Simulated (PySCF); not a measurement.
H6PSi2, SMILES [P]([SiH3])[SiH3], multiplicity 2. The structure is a stationary point at B3LYP-D3(BJ)/def2-SVP. The isomer is the one that the SMILES or the coordinates give; other isomers of the formula were not compared.

Problem. Give the equilibrium geometry at B3LYP-D3(BJ)/def2-SVP (PySCF confirms it by a frequency run) as bond lengths and angles, and its point group. (The exact figures need the calculation; the answer reports its results.)

Solution. point group C2.
Atoms: Si1 P2 Si3 H4 H5 H6 H7 H8 H9. Bonded distances (Å): Si1–P2 2.271, Si1–H4 1.494, Si1–H5 1.490, Si1–H6 1.494, P2–Si3 2.271, Si3–H7 1.494, Si3–H8 1.490, Si3–H9 1.494. Angles (°): P2–Si1–H4 109.3, P2–Si1–H5 109.4, P2–Si1–H6 111.5, H4–Si1–H5 109.1, H4–Si1–H6 108.4, H5–Si1–H6 109.1, Si1–P2–Si3 94.8, P2–Si3–H7 111.5, P2–Si3–H8 109.4, P2–Si3–H9 109.3, H7–Si3–H8 109.1, H7–Si3–H9 108.4, H8–Si3–H9 109.1.
Charge 0, spin multiplicity 2.
